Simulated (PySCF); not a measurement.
## Spectroscopy problems

All values are calculated (PySCF 2.14): shielding tensors at PBE0/pcSseg-1 (GIAO), GFN2-xTB geometry. In vacuum, non-relativistic Hamiltonian, a single conformation, averaged over atoms made equivalent by symmetry, fast rotation or ring inversion.

δ = σ(ref) − σ, references computed at the same level: ¹H (σref 31.72), ¹³C (σref 186.93) against TMS. Splittings of carbon signals by F and P are missing where no couplings were computed. Where no couplings were computed, multiplicities follow the n + 1 count of equivalent neighbours, and m marks all less simple cases (inequivalent or close neighbours, rings, F or P nearby). Shifts are as computed. Against solution values, carbons near 30 ppm lie about +3 ppm off and those near 130 ppm about +5 ppm. Of 1211 compounds with measured shifts, 218 miss one by over three times the rms of a fit or turn the order of signals round; such compounds aren't used in these exercises.

(1) C$_{9}$H$_{12}$. ¹H NMR (600 MHz, computed): δ 7.61 (m, 2H), 7.51 (m, 1H), 7.46 (m, 2H), 2.65 (t, 2H), 1.55 (m, 2H), 0.83 (t, 3H). ¹³C{¹H} NMR (computed): δ 148.2 (C), 134.8 (CH), 133.9 (CH), 131.3 (CH), 42.0 (CH2), 30.1 (CH2), 14.0 (CH3). Identify the compound.

(2) C$_{7}$H$_{9}$P. ¹H NMR (300 MHz, computed): δ 7.11 (m, 1H), 7.09 (m, 1H), 6.77 (m, 1H), 6.00 (m, 1H), 5.32 (m, 1H), 5.05 (m, 1H), 2.28 (s, 3H). ¹³C{¹H} NMR (computed): δ 152.2, 152.2, 151.2, 138.8, 138.0, 120.2, 17.0. Identify the compound.

(3) C$_{7}$H$_{9}$P. ¹H NMR (500 MHz, computed): δ 8.78 (m, 2H), 7.46 (m, 1H), 2.64 (s, 6H). ¹³C{¹H} NMR (computed): δ 161.2, 148.1, 136.3, 28.3. Give a structure.

## Answers

(1) propylbenzene. Rings plus π bonds: 4 (1 ring in the answer). 7 carbon signals for 9 carbons: some carbons are equivalent by symmetry or fast rotation. Carbon types of the structure: 1 × C, 5 × CH, 2 × CH2, 1 × CH3, which accounts for all hydrogens. δC 148.2: substituted aromatic carbon. δC 134.8, 133.9, 131.3: aromatic CH; the aromatic region. δC 14.0: methyl carbon; aliphatic region, no heteroatom directly attached. δH 7.61, 7.51, 7.46: hydrogen on an aromatic CH; the ring current deshields protons in the ring plane.

The data come from this structure; uniqueness wasn't tested.

(2) `C=Cc1[pH]ccc1C`. 7 carbon signals for 7 carbons: no two carbons are equivalent. Carbon types of the structure: 2 × C, 3 × CH, 1 × CH2, 1 × CH3, leaving 1 H on heteroatoms. δC 152.2, 151.2: unsaturated ring carbon. δC 152.2, 138.0: unsaturated ring CH. δC 138.8: alkene CH; as expected for a trigonal carbon in a double bond. δC 120.2: terminal =CH2 carbon; the olefinic region.

The shifts were computed for this structure.

(3) SMILES c1(C)cpcc(C)c1. 4 carbon signals for 7 carbons: some carbons are equivalent by symmetry or fast rotation. Carbon types of the structure: 2 × C, 3 × CH, 2 × CH3, which accounts for all hydrogens. δC 161.2, 136.3: aromatic CH. δC 148.1: substituted aromatic carbon. δH 8.78, 7.46: hydrogen on an aromatic CH; the ring current deshields protons in the ring plane. δH 2.64: hydrogen on a methyl carbon on an aromatic ring; benzylic-type position, deshielded by the ring.

This is the structure that produced the data.
